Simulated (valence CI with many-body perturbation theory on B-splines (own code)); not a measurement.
# Energy levels of Ce XXVI

Calculated by valence CI with perturbative core correlation (CI+MBPT): five valence electrons over a frozen Dirac-Fock core [Ar] 3d10, radial functions for each j: 11 s, 11 p, 10 d, 8 f, 5 g, 2 h, with the one-electron correlation potential Σ1 (screened to all orders), the two-electron term Σ2, the three-electron term Σ3, Breit, model QED; selected single and double excitations, second order for the rest, scaled by the run's own slope (own B-spline code, finite nucleus).

No measured levels were compared; by estimate levels hold to about 250 cm⁻¹ or 0.2 % of their energy and the worst to 1 %, as in measured heavy ions of charge 2 to 7; those with d or f electrons hold less well. Among the levels kept, up to 2100 cm⁻¹ of a level comes from second order outside the variational space, and about a tenth of that is noise between levels of different J, which matters for small intervals.

Levels 136 to 166 of 166, with energies above the lowest level, 4s2.4p3 2P°_3/2 [a]. "Leading %" is the weight of the configuration and term that name the level; weights of strongly mixed levels are sums over their largest components and can fall short. Lifetimes count E1, E2, E3, M1 and M2 decay at the calculated energies, and are blank where another channel may lead or the interval is too uncertain; long ones can be off by a factor of two.

```tsv
No.	Configuration	Term	J	E (cm⁻¹)	Leading %	Lifetime	Second component
136	4s2.4p2.4f	4D°	3/2	2004900	17	2.93 ps	15 % 4s2.4p2.4f 2P°
137	4s.4p3.4d	2D°	5/2	2008100	20	4.18 ps	12 % 4s2.4p2.4f 4D°
138	4s.4p3.4d	2F°	7/2	2011900	32	3.29 ps	22 % 4s.4p3.4d 4D°
139	4s2.4p2.4f	2D°	5/2	2013100	20	2.79 ps	17 % 4s2.4p2.4f 4D°
140	4s2.4p2.4f	4D°	1/2	2017200	40	2.69 ps	29 % 4s.4p3.4d 2P°
141	4s.4p3.4d	2P°	3/2	2019900	24	2.17 ps	14 % 4s.4p3.4d 2D°
142	4s2.4p.4d2	2P°	1/2	2029000	62	2.67 ps	9 % 4s2.4p.4d2 4D°
143	4s2.4p2.4f	2G°	9/2	2035200	42	3.78 ps	30 % 4s2.4p.4d2 2H°
144	4s2.4p2.4f	2F°	5/2	2038000	31	3.28 ps	14 % 4s2.4p2.4f 2D°
145	4s.4p3.4d	2D°	5/2	2040700	36	1.84 ps	14 % 4s2.4p2.4f 2F°
146	4s2.4p.4d2	4G°	11/2	2049400	78	9.38 ps	15 % 4s2.4p2.4f 2H°
147	4s2.4p.4d2	2G°	7/2	2061100	31	1.88 ps	15 % 4s2.4p.4d2 2F°
148	4s.4p3.4d	2P°	1/2	2061500	39	2.21 ps	18 % 4s2.4p.4d2 2P°
149	4s2.4p2.4f	2D°	3/2	2062400	38	2.22 ps	12 % 4s2.4p.4d2 2P°
150	4s2.4p.4d2	4F°	9/2	2072700	31	1.96 ps	30 % 4s2.4p.4d2 4G°
151	4s2.4p.4d2	2F°	7/2	2074600	27	2.31 ps	18 % 4s2.4p.4d2 4F°
152	4s2.4p.4d2	4D°	5/2	2081300	32	3.35 ps	24 % 4s2.4p.4d2 4P°
153	4s2.4p.4d2	2D°	3/2	2088600	23	1.64 ps	12 % 4s2.4p.4d2 2P°
154	4s2.4p.4d2	4D°	7/2	2102300	44	3.21 ps	9 % 4s2.4p.4d2 4F°
155	4s2.4p.4d2	2H°	11/2	2104300	58	2.86 ps	34 % 4s2.4p2.4f 4G°
156	4s2.4p.4d2	4P°	5/2	2107200	17	2.06 ps	11 % 4s2.4p.4d2 2D°
157	4s.4p3.4d	2D°	3/2	2108000	24	1.58 ps	17 % 4s2.4p2.4f 2P°
158	4s2.4p.4d2	2S°	1/2	2111600	46	1.64 ps	23 % 4s2.4p.4d2 4P°
159	4s2.4p.4d2	2F°	5/2	2112700	27	1.48 ps	12 % 4s2.4p.4d2 4F°
160	4s2.4p.4d2	2G°	9/2	2112800	29	2.71 ps	27 % 4s2.4p2.4f 2H°
161	4s2.4p.4d2	4D°	3/2	2114100	44	1.39 ps	11 % 4s2.4p2.4f 2D°
162	4s2.4p.4d2	4D°	7/2	2114400	49	1.35 ps	16 % 4s2.4p.4d2 4F°
163	4s2.4p.4d2	4D°	1/2	2119900	51	1.46 ps	27 % 4s2.4p2.4f 2P°
164	4s2.4p.4d2	4P°	5/2	2127100	20	2.26 ps	19 % 4s2.4p.4d2 4D°
165	4s2.4p.4d2	2F°	7/2	2136800	29	3.93 ps	16 % 4s2.4p2.4f 2G°
166	4s2.4p.4d2	4S°	3/2	2137700	40	1.35 ps	20 % 4s2.4p.4d2 4P°
```

Names give the largest LS component (configuration and term), which can be under half, so a name can repeat, a term be missing and a line seem to break the LS rules; names also repeat where a configuration has a term twice.

Where two levels of one J and parity lie close, their mixing, g and order are uncertain.
